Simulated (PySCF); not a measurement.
NMR problem set

- J couplings at B3LYP/pcJ-1 (spin–dipole term left out of most H,H and C,H couplings)
- PBE0-D3(BJ)/def2-SVP structure
- PBE0/pcSseg-1 with gauge-including orbitals
- run in PySCF 2.14
- non-relativistic, a single conformation, averaged over atoms made equivalent by symmetry, fast rotation or ring inversion, in vacuum

Referencing at the same level of theory: ¹H (σ = 31.27 ppm), ¹³C (σ = 184.41 ppm) vs TMS. Multiplet labels drop J under 1 Hz and among equivalent protons, and merge close values. Unscaled 3J(H,H) run several per cent high. One-bond C–F couplings are unscaled and too large by tens of Hz. Shifts are as computed. Against solution values, carbons near 30 ppm lie about +2 ppm off and those near 130 ppm about +5 ppm. Of 1313 compounds with measured shifts, 239 miss one by over three times the rms of a fit or turn the order of signals round; such compounds aren't used in these exercises.

**Question.** C5H4F4O2. ¹H NMR (600 MHz, computed): δ 6.69 (ddd, J = 5.3, 3.6, 1.2 Hz, 1H), 5.77 (d, J = 20.6 Hz, 1H), 5.53 (td, J = 3.4, 2.4 Hz, 1H), 5.47 (ddd, J = 62.8, 3.1, 1.2 Hz, 1H). ¹³C{¹H} NMR (computed): δ 161.4 (CH, d, J = 11.6 Hz), 127.3 (C, q, J = 334.9 Hz), 105.2 (CH, d, J = 17.7 Hz), 104.4 (CH, dq, J = 39.5, 2.9 Hz), 99.3 (CH, d, J = 246.0 Hz). What is it?

**Answer.** SMILES C(O[C@H]1[C@H](F)C=CO1)(F)(F)F. The formula gives 2 degrees of unsaturation (1 ring in the answer). 5 carbon signals for 5 carbons: no two carbons are equivalent. Carbon types of the structure: 1 × C, 4 × CH, which accounts for all hydrogens. δC 161.4: alkene carbon bearing oxygen; an sp2 carbon further deshielded by the attached heteroatom. δC 127.3: CF3 carbon; 4 electronegative neighbours deshield it. δC 105.2: β carbon of an enol-ether or enamine type C=C; the O or N lone pair pushes π density onto this β carbon and shields it. δC 99.3: allylic sp3 CH bonded to F; the inductive effect lowers its shielding. The protons at 5.53 and 6.69 share a coupling of 3.6 Hz (vicinal, cis across C=C). The protons at 5.47 and 5.53 share a coupling of 3.1 Hz (vicinal).

The data come from this structure; uniqueness wasn't tested.

**Question.** C5H4F4O2. ¹H NMR (400 MHz, computed): δ 7.27 (dd, J = 83.6, 10.5 Hz, 1H), 6.75 (dd, J = 10.5, 5.7 Hz, 1H), 6.11 (t, J = 82.9 Hz, 1H), 5.77 (d, J = 11.4 Hz, 1H). ¹³C{¹H} NMR (computed): δ 151.8 (C, dt, J = 354.5, 5.6 Hz), 149.3 (CH, d, J = 319.2 Hz), 142.9 (CH, d, J = 46.2 Hz), 124.1 (CH, d, J = 22.8 Hz), 118.1 (CH, td, J = 329.5, 4.5 Hz). What is it?

**Answer.** SMILES F/C=C/O/C=C(\F)OC(F)F. The formula gives 2 degrees of unsaturation (no ring in the answer). 5 carbon signals for 5 carbons: no two carbons are equivalent. Carbon types of the structure: 1 × C, 4 × CH, which accounts for all hydrogens. δC 151.8, 142.9, 124.1: alkene carbon bearing oxygen. δC 149.3: β carbon of an enol-ether or enamine type C=C. δC 118.1: sp3 CH bonded to 2 F and O; 3 electronegative neighbours deshield it. δH 7.27: hydrogen on a β carbon of an enol-ether or enamine type C=C; olefinic region. The protons at 7.27 and 6.75 share a coupling of 10.5 Hz (vicinal, trans across C=C).

The data come from this structure; uniqueness wasn't tested.
